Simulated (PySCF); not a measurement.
CH₆AlFGeO, singlet, at a GFN2-xTB geometry (such geometries of metal compounds can be far from the true shape). Base run: PBE/6-31G, polarisability (PySCF).

PySCF was given this input:
```python
from pyscf import gto, scf, dft
from pyscf.prop import polarizability

mol = gto.Mole()
mol.atom = '''
    Al   -0.524033   -0.655099    0.217621
    F    -1.297943   -1.395016    1.481962
    Ge    0.830399    1.293022    0.539203
    H     2.265564    1.131883    0.117740
    H     0.399144    2.506532   -0.238513
    H     0.944908    1.811369    1.944962
    O    -0.617629   -1.208747   -1.330216
    C    -0.739454   -1.740815   -2.619830
    H     0.243463   -2.044339   -2.986137
    H    -1.399966   -2.609820   -2.607352
    H    -1.154196   -0.986021   -3.291201
'''
mol.basis = '6-31g'
mol.charge = 0
mol.spin = 0
mol.verbose = 4
mol.build()

mf = dft.RKS(mol)
mf.xc = 'pbe'
mf.kernel()
alpha = mf.Polarizability().polarizability()[2, 2]
print('alpha_zz =', alpha)
```

Each row names what was changed in the base input (with any setting that the change needs).

| change | alpha_zz (bohr³) | basis functions | core-seconds (rough) |
|---|---|---|---|
| base | 67.38 | 79 | 30 |
| finite field (a.u.) = 2e-4; conv_tol = 1e-6 | 67.16 | 79 | 30 |
| basis = cc-pVDZ | 72.24 | 117 | 60 |
| functional = lda,vwn | 67.97 | 79 | 20 |
| basis = STO-3G | 43.53 | 48 | 20 |
| functional = pbe0 | 62.85 | 79 | 30 |
| finite field (a.u.) = 0.05; conv_tol = 1e-11 | 70.91 | 79 | 50 |
| finite field (a.u.) = 0.001; conv_tol = 1e-11 | 67.38 | 79 | 40 |
| basis = 6-31G* | 68.32 | 104 | 40 |
| functional = camb3lyp | 61.50 | 79 | 100 |
| finite field (a.u.) = 2e-4; conv_tol = 1e-11 | 67.38 | 79 | 40 |
| finite field (a.u.) = 0.02; conv_tol = 1e-11 | 67.83 | 79 | 50 |

Finite-field rows take the second difference of the energy in a field along z; a small field with loose convergence shows SCF noise divided by the square of the field, and a large one adds hyperpolarisability.
